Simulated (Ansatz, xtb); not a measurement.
C3H6B2N2: which of two isomers lies lower

Structure I: `Bc1ccnn1B`, a singlet. Structure II: `Bc1cnn(B)c1`, a singlet. Both are isolated molecules in the gas phase, relaxed with B3LYP/def2-SVP; the shapes shown needn't be the lowest conformers.

I (Å):

```json
{"atom": "C", "x (Å)": "-0.3661", "y (Å)": "0.8580", "z (Å)": "1.3712"}
{"atom": "C", "x (Å)": "-0.0124", "y (Å)": "1.5511", "z (Å)": "0.2223"}
{"atom": "C", "x (Å)": "1.0610", "y (Å)": "0.8251", "z (Å)": "-0.3598"}
{"atom": "B", "x (Å)": "-1.4715", "y (Å)": "1.2190", "z (Å)": "2.3681"}
{"atom": "B", "x (Å)": "0.5989", "y (Å)": "-1.2973", "z (Å)": "2.3900"}
{"atom": "N", "x (Å)": "1.3638", "y (Å)": "-0.2385", "z (Å)": "0.3575"}
{"atom": "N", "x (Å)": "0.5115", "y (Å)": "-0.2456", "z (Å)": "1.4188"}
{"atom": "H", "x (Å)": "-2.1169", "y (Å)": "2.2124", "z (Å)": "2.1457"}
{"atom": "H", "x (Å)": "-1.7107", "y (Å)": "0.5585", "z (Å)": "3.3431"}
{"atom": "H", "x (Å)": "-0.4761", "y (Å)": "2.4654", "z (Å)": "-0.1428"}
{"atom": "H", "x (Å)": "1.6162", "y (Å)": "1.0452", "z (Å)": "-1.2723"}
{"atom": "H", "x (Å)": "-0.1605", "y (Å)": "-1.2845", "z (Å)": "3.3155"}
{"atom": "H", "x (Å)": "1.4331", "y (Å)": "-2.1396", "z (Å)": "2.2229"}
```

II (Å):

```xyz
13

C    -0.7778    1.0894    1.4015
C    -0.4346    0.9017    0.0048
C     0.1410    0.2749    2.0414
B    -1.8631    1.9518    2.0445
B     2.0158   -1.2425    1.3163
N     0.5636    0.0792   -0.1748
N     0.9385   -0.3252    1.0968
H    -1.9865    1.9695    3.2453
H    -2.6030    2.6194    1.3639
H    -0.9182    1.3678   -0.8559
H     2.6092   -1.6718    0.3703
H     2.2621   -1.5300    2.4570
H     0.2891    0.0753    3.1016
```

Energies in hartree; the thermal terms are from GFN2-xTB frequencies at re-optimised GFN2-xTB minima (ideal gas, soft modes damped towards free rotors, one conformer each, 298.15 K, 1 atm) and include the zero-point energy:

|  | I | II |
| --- | --- | --- |
| E, CCSD(T)/def2-SVP | −276.098854 | −276.101660 |
| E, MP2/def2-SVP | −276.014721 | −276.015811 |
| E, MP2/def2-TZVPP | −276.513196 | −276.513701 |
| zero-point energy | 0.090825 | 0.090706 |
| H(298 K) − E | 0.098680 | 0.098584 |
| G(298 K) − E | 0.060502 | 0.060441 |

**Question.** Correct the CCSD(T) difference for the basis set by the MP2 change, then work out ΔE, ΔE₀, ΔH and ΔG for I → II in kJ/mol (1 Eh = 2625.50 kJ/mol) and the equilibrium ratio [II]/[I].

**Answer.** 1. Differences II − I: CCSD(T) −0.002806, MP2 in the small set −0.001090, MP2 in the large set −0.000505 Eh.
2. ΔE = −0.002806 + (−0.000505 − (−0.001090)) = −0.002221 Eh = −5.83 kJ/mol.
3. ΔE₀ = ΔE + ΔZPE = −0.002221 + (−0.000119) Eh = −6.14 kJ/mol.
4. ΔH = ΔE + (−0.000096) Eh = −6.08 kJ/mol.
5. ΔG = ΔE + (−0.000061) Eh = −5.99 kJ/mol, so ΔS = (ΔH − ΔG)/T = −0.3 J/(mol K).
6. kT = 0.9442 mEh, so K = [II]/[I] = exp(−ΔG/kT) = exp(+2.42) ≈ 11.

Structure II is favoured at this temperature. An error of 4 kJ/mol in ΔG would change K by a factor of 5. Mirror images and further conformers aren't counted.

As drawn, both hold the same kinds of bond in the same numbers.

Other levels gave ΔE = −1.1 (GFN2-xTB); −7.0 (HF/STO-3G, GFN2-xTB geometries); −2.3 (r2SCAN-D4/def2-SVP, GFN2-xTB geometries); −5.7 (B3LYP/def2-SVP); −19.4 (HF/def2-SVP); −2.9 (MP2/def2-SVP); −7.4 (CCSD(T)/def2-SVP) kJ/mol. The correlated steps freeze 7 core orbitals. Programs: Ansatz 0.2.0, xtb 6.7.1.
